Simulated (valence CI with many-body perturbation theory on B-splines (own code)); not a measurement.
Lu⁵⁷⁺: magnetic and hyperfine properties of the levels

Calculated by relativistic CI+MBPT: four valence electrons over a frozen Dirac-Fock core [Ne], a basis of 11 s, 11 p, 9 d, 7 f, 5 g, 2 h, 1 i functions for each j, with the one-electron correlation potential Σ1 (screened to all orders), the two-electron term Σ2, the three-electron term Σ3, Breit, model QED; selected single and double excitations, second order for the rest (own B-spline code, finite nucleus).

No measured spectrum was set against this ion. As an estimate, large intervals hold to a few tenths of a per cent, small ones and those within an open d or f shell to about a per cent.

A/g_I is the dipole constant over the nuclear g factor μ/I (μ in nuclear magnetons, uniformly magnetised nucleus), B/Q the quadrupole constant per barn. Both hold the static response of the core; the bare values leave it out. Large factors of s and p1/2 electrons are usually good to 5 to 10 %; those of open d and f shells near neutrality can be off by tens of per cent, and small factors of p3/2, d and f electrons come from cancelling terms and can be off by a factor of two or in sign, in half-filled shells by more. B is blank for J = 1/2, where it vanishes, and for nearly pure S terms. Energies count from the lowest level. Levels with J = 0 are left out.

Levels are named by their leading jj configuration (3d3/2^4 stands for four electrons in 3d with j = 3/2), which in mixed levels can hold well under half, so a name can repeat and another be missing. Letters in brackets count levels of one name in rising energy.

| Level | E (eV) | g | A/g_I (MHz) | A/g_I bare | B/Q (MHz/b) | B/Q bare |
| --- | --- | --- | --- | --- | --- | --- |
| (3s^2 3p1/2 3p3/2) J=1 | 284.05 | 1.490 | -154000 | -147000 | 185000 | 182000 |
| (3s^2 3p1/2 3p3/2) J=2 | 292.96 | 1.165 | 526000 | 518000 | 339000 | 335000 |
| (3s 3p1/2^2 3p3/2) J=2 | 441.68 | 1.531 | 1280000 | 1250000 | 341000 | 337000 |
| (3s 3p1/2^2 3p3/2) J=1 | 468.34 | 1.041 | -829000 | -807000 | 199000 | 197000 |
| (3s^2 3p1/2 3d3/2) J=2 | 493.03 | 0.754 | 463000 | 457000 | 73800 | 75600 |
| (3s^2 3p1/2 3d3/2) J=1 | 533.89 | 0.878 | -378000 | -366000 | 56400 | 56800 |
| (3s^2 3p1/2 3d5/2) J=2 | 578.10 | 1.289 | -163000 | -156000 | 49100 | 50900 |
| (3s^2 3p1/2 3d5/2) J=3 | 579.04 | 1.107 | 295000 | 292000 | 53400 | 55700 |
| (3s^2 3p3/2^2) J=2 | 583.69 | 1.311 | 191000 | 190000 | 30100 | 29700 |
| (3s 3p1/2^2 3d3/2) J=1 | 654.54 | 0.434 | -1040000 | -1010000 | 30400 | 31400 |
| (3s 3p1/2^2 3d3/2) J=2 | 661.40 | 1.133 | 1210000 | 1190000 | 58700 | 60500 |
| (3s 3p1/2 3p3/2^2) J=2 [a] | 718.49 | 1.523 | 832000 | 819000 | 90600 | 89400 |
| (3s 3p1/2^2 3d5/2) J=3 | 734.95 | 1.348 | 804000 | 792000 | 55400 | 57700 |
| (3s 3p1/2 3p3/2^2) J=3 | 735.60 | 1.311 | 1110000 | 1090000 | 21000 | 20800 |
| (3s 3p1/2^2 3d5/2) J=2 | 748.19 | 1.023 | -695000 | -676000 | 37100 | 39300 |
| (3s 3p1/2 3p3/2^2) J=1 [a] | 760.61 | 1.270 | 978000 | 961000 | -262000 | -259000 |
| (3s 3p1/2 3p3/2^2) J=2 [b] | 761.00 | 1.082 | 122000 | 123000 | -24000 | -23600 |
| (3s 3p1/2 3p3/2^2) J=1 [b] | 771.53 | 1.346 | 718000 | 708000 | 189000 | 186000 |
| (3s^2 3p3/2 3d3/2) J=3 | 812.47 | 1.088 | 173000 | 174000 | 393000 | 390000 |
| (3s^2 3p3/2 3d3/2) J=2 | 815.70 | 1.059 | 38900 | 42300 | -30100 | -29700 |
| (3s^2 3p3/2 3d3/2) J=1 | 816.47 | 1.119 | 217000 | 216000 | -178000 | -176000 |
| (3s^2 3p3/2 3d5/2) J=4 | 856.37 | 1.239 | 95200 | 96600 | 452000 | 449000 |
| (3s^2 3p3/2 3d5/2) J=2 | 865.17 | 1.235 | 76300 | 78400 | -239000 | -235000 |
| (3s^2 3p3/2 3d5/2) J=3 | 887.93 | 1.195 | 110000 | 111000 | 2750 | 4840 |
| (3s^2 3p3/2 3d5/2) J=1 | 897.29 | 1.074 | -23800 | -19900 | 60000 | 60100 |
| (3s 3p1/2 3p3/2 3d3/2) J=2 [a] | 910.77 | 1.181 | 322000 | 320000 | 5930 | 5980 |
| (3s 3p1/2 3p3/2 3d3/2) J=1 [a] | 920.85 | 1.142 | 493000 | 488000 | -170000 | -169000 |
| (3s 3p1/2 3p3/2 3d3/2) J=3 [a] | 925.91 | 1.135 | 728000 | 717000 | 101000 | 100000 |
| (3s 3p1/2 3p3/2 3d3/2) J=2 [b] | 928.91 | 1.176 | 401000 | 397000 | -47100 | -46900 |
| (3s 3p1/2 3p3/2 3d3/2) J=4 | 941.86 | 1.166 | 868000 | 853000 | 324000 | 322000 |
| (3s 3p1/2 3p3/2 3d3/2) J=2 [c] | 955.22 | 0.908 | 503000 | 496000 | -118000 | -115000 |
| (3s 3p1/2 3p3/2 3d3/2) J=3 [b] | 961.04 | 1.291 | 773000 | 761000 | 313000 | 309000 |
| (3s 3p1/2 3p3/2 3d3/2) J=1 [b] | 965.49 | 1.728 | 1830000 | 1800000 | 117000 | 116000 |
| (3s 3p1/2 3p3/2 3d3/2) J=2 [d] | 966.84 | 1.393 | 891000 | 878000 | 89800 | 87200 |

**Question.** Take the isotope of mass number 176, with I = 7, μ = 3.16 μN and Q = 4.92 b. What is the hyperfine structure of (3s^2 3p1/2 3d5/2) J=2?

**Answer.** From the table A = -73700 MHz, B = 242000 MHz. Shifts from the centre of gravity in MHz: F = 5: 1270000, F = 6: 726000, F = 7: 152000, F = 8: -425000, F = 9: -971000.
